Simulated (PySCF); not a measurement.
Numbering as in the mapped SMILES `[CH3:1][CH2:2][CH2:3][CH2:4][c:5]1[cH:6][cH:7][cH:8][cH:9][cH:10]1`; H(Xn) means a hydrogen on atom n.

GIAO shifts from PySCF 2.14.0 with density-fitted response routines on PBE0-D3(BJ)/def2-SVP geometries (one conformer, non-relativistic, equivalent nuclei averaged), against TMS at the same level and in the same medium; PCM means IEF-PCM chloroform.

Measured (solution, not stated per compound (mostly CDCl3 or CCl4); Pretsch, Buehlmann, Badertscher, Structure Determination of Organic Compounds, 4th ed. (2009)): H(C4) 2.61, H(C3) 1.60, H(C2) 1.34, H(C1) 0.93 ppm.

Q: Which unscaled values do B97-2/pcSseg-1, gas; PBE0/pcSseg-1, PCM; WP04/pcSseg-1, PCM; wB97X-D/pcSseg-1, PCM give, and how close are they?

A: 
| atoms | measured | B97-2/pcSseg-1, gas | PBE0/pcSseg-1, PCM | WP04/pcSseg-1, PCM | wB97X-D/pcSseg-1, PCM |
| --- | --- | --- | --- | --- | --- |
| H(C4) | 2.61 | 2.54 | 2.61 | 2.50 | 2.56 |
| H(C3) | 1.60 | 1.35 | 1.38 | 1.34 | 1.35 |
| H(C2) | 1.34 | 0.97 | 0.95 | 0.93 | 0.92 |
| H(C1) | 0.93 | 0.87 | 0.85 | 0.82 | 0.85 |

Mean absolute error for ¹H: B97-2/pcSseg-1, gas 0.19, PBE0/pcSseg-1, PCM 0.17, WP04/pcSseg-1, PCM 0.22, wB97X-D/pcSseg-1, PCM 0.20 ppm.
